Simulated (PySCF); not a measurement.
**Question.** Give a PBE0-D3(BJ)/def2-SVP geometry of Ta(NEt)Cl3 (`CC[N]=[Ta]([Cl])([Cl])[Cl]`). (Singlet state.)

**Answer.** 
Z-matrix in Å and degrees, rows numbered from 1:
```
Ta
N   1  1.7427
C   2  1.4211  1  173.87
C   3  1.5214  2  111.37  1     0.56
H   3  1.1047  2  108.83  1   122.70
H   3  1.1047  2  108.82  1  -121.58
H   4  1.0998  3  110.68  2   179.99
H   4  1.1002  3  110.48  2   -59.80
H   4  1.1002  3  110.49  2    59.76
Cl  1  2.3081  2  106.18  3   179.86
Cl  1  2.3058  2  104.95  3    59.10
Cl  1  2.3058  2  104.95  3   -59.35
```

All 3 Cl–Ta bonds measure 2.306 to 2.308 Å. Ta1 (tantalum bonded to 3 Cl and N) is distorted tetrahedral (angles from 105.0° to 113.8°).

Computed with PBE0-D3(BJ)/def2-SVP geometry optimisation, gas phase, def2 core potentials past Kr in PySCF 2.14.0.

Point group: Cs (tolerance 0.08 Å). Whether it is a minimum is left open (no frequencies).

Hardware: an AMD EPYC 7B13 with one thread, shared host. Cost: 3.3 min, 0.62 GiB resident at most. This is the geometry optimisation.
